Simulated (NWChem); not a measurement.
**A calculation on HFOPb**

```xyz
4

Pb    -0.0277    -0.2651     0.0000
F     -1.3576     1.3149     0.0000
O      1.6410     0.9971     0.0000
H      1.3648     1.9244     0.0000
```
Charge 0, spin multiplicity 1.

The numbers come from NWChem runs, not from measurements. Structure: optimised with PBE0/def2-SVP with def2 effective core potentials on Pb, a minimum by its harmonic frequencies. It is one conformer; others weren't searched.

Symmetry labels belong to the abelian group Cs used in the runs, with the axes of the coordinates shown.

Effective core potentials replace the inner electrons of Pb; spin-orbit coupling is left out. B3LYP has NWChem's definition, with VWN1-RPA local correlation. The structure started from a generated list of species.

Q: List the lowest 4 singlet excitations that TD-B3LYP/def2-SVPD with def2 effective core potentials on Pb, VWN1-RPA local correlation gives, with oscillator strengths.

A: 
| state | symmetry | energy (eV) | wavelength (nm) | f |
|---|---|---|---|---|
| 1 | a" | 4.28 | 290 | 0.020 |
| 2 | a' | 4.82 | 257 | 0.017 |
| 3 | a" | 5.59 | 222 | 0.035 |
| 4 | a" | 5.88 | 211 | 0.001 |
